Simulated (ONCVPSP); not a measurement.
Configuration tests for germanium (Ge) (ONCV)

ONCVPSP 4.0.1 input, shortened (lines: element, Z, core and valence counts, functional; n l f; lmax; l rc ep ncon nbas qcut; lloc lpopt rc5 dvloc0; l nproj debl; icmod fcfact rcfact), PBE, scalar-relativistic:

```
  Ge 32.00    4    4        4      upf
    1    0    2.00
    2    0    2.00
    2    1    6.00
    3    0    2.00
    3    1    6.00
    3    2   10.00
    4    0    1.00
    4    1    3.00
    2
    0    1.85    0.00    3    7    3.50
    1    1.25    0.00    4    8    9.80
    2    1.15    0.00    3    8   11.10
    4    3    0.80    0.00
    0    2    3.10
    1    2    4.00
    2    2    0.80
    3    6.00    1.60
```

In the d channel the program set the typed energies aside and used -1.141, 0.250 Ha.

Energies are relative to the spin-unpolarised reference configuration 3p6 3d10 4s1 4p3; without spin polarisation the order of configurations can differ from experiment. Not all tests gave a result: 1 of 4 tests not solved or not reliable.

```
valence configuration  charge  ΔE all-electron (eV)  error AE − PS (meV)
     3p6 3d10 4s2 4p1      +1                -0.528                  -15
     3p6 3d10 4s2 4p0      +2                14.911                  -20
      3p6 3d9 4s2 4p3       0                21.654                 +191
```

Levels in the configuration 3p6 3d9 4s2 4p3:

| level | all-electron (eV) | pseudo (eV) |
| --- | --- | --- |
| 3p | -126.038 | -125.891 |
| 3d | -39.119 | -38.628 |
| 4s | -14.034 | -13.990 |
| 4p | -5.167 | -5.167 |

Note: ghosts flagged at negative energy: s at -13.3 eV; no localised positive-energy state flagged. A true bound ghost makes a file unfit for plane-wave use.
